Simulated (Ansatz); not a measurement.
F4Sn (SMILES [F][Sn]([F])([F])[F]) moved off its minimum; all values from Ansatz (an electronic-structure program), cores frozen in correlated methods. Elements past Kr take the def2 small-core potentials, without spin–orbit coupling.
(charge 0, multiplicity 1)
```xyz
5

F     -1.0826    -1.4323    -0.6393
Sn    -0.0401    -0.0149     0.0392
F     -1.0988     1.5083     0.0092
F      0.6140    -0.3052     1.7711
F      1.5079     0.3117    -1.0180
```

Forces at wB97M-V/def2-TZVPP (eV/Å):

```tsv
atom	Fx	Fy	Fz
F1	0.216	0.117	0.141
Sn2	0.843	-0.329	-0.533
F3	-0.406	0.539	0.021
F4	-0.091	-0.132	0.116
F5	-0.562	-0.196	0.255
```

### Question
Give the forces (eV/Å), the total energy and the dipole at CCSD(T)/def2-TZVPPD.

### Answer

| atom | Fx | Fy | Fz |
|---|---|---|---|
| F1 | 0.123 | -0.014 | 0.081 |
| Sn2 | 0.863 | -0.350 | -0.547 |
| F3 | -0.525 | 0.703 | 0.018 |
| F4 | -0.031 | -0.167 | 0.286 |
| F5 | -0.430 | -0.173 | 0.162 |
Energy -612.5577 hartree, dipole 0.45 D.
